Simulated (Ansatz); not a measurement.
Cartesian coordinates in Å:
```
B -0.152 -2.743 1.339
B 0.573 -1.383 0.696
O -0.099 -0.235 0.411
Si 0.417 1.218 -0.165
C -0.809 1.858 -1.382
F 0.491 2.214 1.078
H -0.191 -2.942 2.522
H -0.593 -3.617 0.646
H 1.765 -1.419 0.462
H 1.792 1.076 -0.697
H -0.877 1.190 -2.244
H -1.799 1.932 -0.927
H -0.518 2.849 -1.739
```

The species carries charge 0 and has multiplicity 1.

(1) List the PBE0/def2-TZVPP orbital energies in eV (the Gaussian-basis code of Ansatz). (Best estimate.)

Answers

(1) The calculation gave: Occupied: -1803.86, -673.74, -523.26, -278.08, -185.06, -184.53, -146.02, -100.73, -100.69, -100.63, -33.17, -28.62, -20.12, -16.52, -14.78, -13.96, -13.25, -12.73, -12.44, -11.82, -11.75, -11.09, -10.81, -10.72, -9.70, -9.21, -7.79. Lowest empty: -1.83, -0.54, 1.10, 1.16, 1.52, 2.29, 2.48, 2.83.
